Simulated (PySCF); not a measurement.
Al(Me)2(OSiH3) (C2H9AlOSi), SMILES [CH3][Al]([CH3])[O][SiH3].

The structure is a stationary point at PBE0-D3(BJ)/def2-SVP. The isomer is the one that the SMILES or the coordinates give; other isomers of the formula were not compared. The values are those of a single conformer.

The numbers are results of r2SCAN/def2-TZVP (PySCF), not measurements.

```json
{
  "total_energy": "-688.82528 hartree",
  "highest_occupied_level": "-6.63 eV",
  "lowest_empty_level": "-0.61 eV",
  "orbital_gap": "6.02 eV",
  "dipole_moment": "1.27 D",
  "quadrupole, principal values (traceless, Buckingham form, about the centre of nuclear charge)": "-2.71, -2.06, 4.78 D·Å",
  "mean_static_polarisability": "78.8 bohr³ (11.68 Å³)",
  "polarisability_principal_values": "67.4, 82.6, 86.5 bohr³"
}
```
